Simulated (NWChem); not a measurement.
Molecule: C$_{3}$H$_{5}$Br; SMILES BrC1CC1

```xyz
9

Br    -0.0252    -1.0212     0.0000
C      0.5706     0.7971     0.0000
C     -0.1971     1.8318    -0.7521
C     -0.1971     1.8318     0.7521
H      1.6617     0.8405     0.0000
H      0.3749     2.5956    -1.2870
H     -1.1126     1.5138    -1.2573
H      0.3749     2.5956     1.2870
H     -1.1126     1.5138     1.2573
```
Atoms are numbered in this order, from 1.

Level: PBE0/def2-SVP (NWChem), optimised geometry, unscaled harmonic frequencies. This build's default masses of Se (78.918 u) and Br (79.917 u) are each other's, which moves their modes by up to 0.6 %.

Problem. List the harmonic frequencies with IR intensities, and the thermochemistry.

Solution. 
```tsv
frequency (cm⁻¹)	IR intensity (km/mol)
275	0.9
309	0.1
564	10.4
764	0.9
808	9.6
930	8.8
981	9.1
1052	19.0
1074	0.6
1076	0.9
1110	1.1
1175	0.7
1234	10.7
1303	29.6
1425	7.2
1484	9.6
3153	4.9
3156	2.0
3219	1.5
3250	0.7
3259	0.8
```

The zero-point energy is 45.2 kcal/mol and the thermal correction to the enthalpy at 298.15 K (with zero-point energy) is 48.4 kcal/mol. The heat capacity Cv comes out as 14.6 cal/(mol K) and the entropy at 298.15 K and 1 atm (symmetry number 1) comes out as 70.3 cal/(mol K). The dipole moment comes out as 1.81 D.

Rigid rotor and harmonic oscillator.
